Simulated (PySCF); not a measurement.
Te(NH2)(SeH), H₃NSeTe, SMILES N[Te][SeH], PBE0/def2-SVP optimised geometry.

```
6

Te     1.35    -0.73     0.00
N      1.71    -0.67     2.00
H      2.20     0.17     2.29
H      2.16    -1.50     2.35
Se    -1.18    -0.73     0.00
H     -1.35     0.73     0.00
```

Density from PBE0/def2-TZVP, def2 effective core potentials past Kr (PySCF) at that geometry. The core electrons that the potentials of Te replace are not part of the density.

Minimum of the electron density along straight lines between bonded atoms, close to the bond critical point (lines longer than 1.1 times the sum of covalent radii, or with two minima, are not listed):

```json
[
 {"bond": "Te1–N2", "length / Å": "2.029", "ρ at the minimum / e bohr⁻³": "[?]", "∇²ρ there / e bohr⁻⁵": "0.20", "position (fraction from the first atom)": "0.50"},
 {"bond": "N2–H3", "length / Å": "1.016", "ρ at the minimum / e bohr⁻³": "0.333", "∇²ρ there / e bohr⁻⁵": "-1.63", "position (fraction from the first atom)": "0.74"},
 {"bond": "N2–H4", "length / Å": "1.016", "ρ at the minimum / e bohr⁻³": "0.333", "∇²ρ there / e bohr⁻⁵": "-1.63", "position (fraction from the first atom)": "0.74"},
 {"bond": "Te1–Se5", "length / Å": "2.529", "ρ at the minimum / e bohr⁻³": "[?]", "∇²ρ there / e bohr⁻⁵": "[?]", "position (fraction from the first atom)": "0.49"},
 {"bond": "Se5–H6", "length / Å": "1.475", "ρ at the minimum / e bohr⁻³": "0.175", "∇²ρ there / e bohr⁻⁵": "-0.32", "position (fraction from the first atom)": "0.63"}
]
```

**Question.** What belongs in the gaps?

**Answer.** 
- Te1–N2, ρ at the minimum / e bohr⁻³: 0.128
- Te1–Se5, ρ at the minimum / e bohr⁻³: 0.085
- Te1–Se5, ∇²ρ there / e bohr⁻⁵: 0.00
